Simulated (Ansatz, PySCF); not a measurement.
Species: CH$_{3}$Te, net charge 0, doublet state. It need not be the lowest isomer of its formula. 
Structure (B3LYP-D3(BJ)/def2-TZVP (Ansatz, a program for electronic structure) minimum search):
```xyz
5

Te     0.2547     0.0887    -0.2003
C     -1.3803    -0.4786     1.0935
H     -1.0225    -1.1553     1.8637
H     -2.1075    -0.9922     0.4653
H     -1.8339     0.4091     1.5241
```
Charge 0, spin multiplicity 2.

Dipole moments at this geometry, in debye (magnitudes).

```
level               program  dipole (D)
------------------  -------  ----------
PBE/def2-TZVPD       Ansatz        1.23
BLYP/def2-TZVPD      Ansatz        1.19
TPSS/def2-TZVPD       PySCF        1.26
M06-L/def2-TZVPD      PySCF        1.08
B97M-V/def2-TZVPD    Ansatz        1.18
B3LYP/def2-TZVPD     Ansatz        1.20
PBE0/def2-TZVPD       PySCF        1.25
TPSSh/def2-TZVPD      PySCF  (withheld)
r2SCANh/def2-TZVPD   Ansatz        1.29
M06-2X/def2-TZVPD     PySCF        1.17
MN15/def2-TZVPD       PySCF        1.12
LC-wPBE/def2-TZVPD   Ansatz        1.19
wB97X-V/def2-TZVPD   Ansatz        1.22
CCSD(T)/def2-SVPD    Ansatz  (withheld)
```

**Question.** What belongs in the gaps?

**Answer.** 
- TPSSh/def2-TZVPD, dipole (D): 1.27
- CCSD(T)/def2-SVPD, dipole (D): 1.17
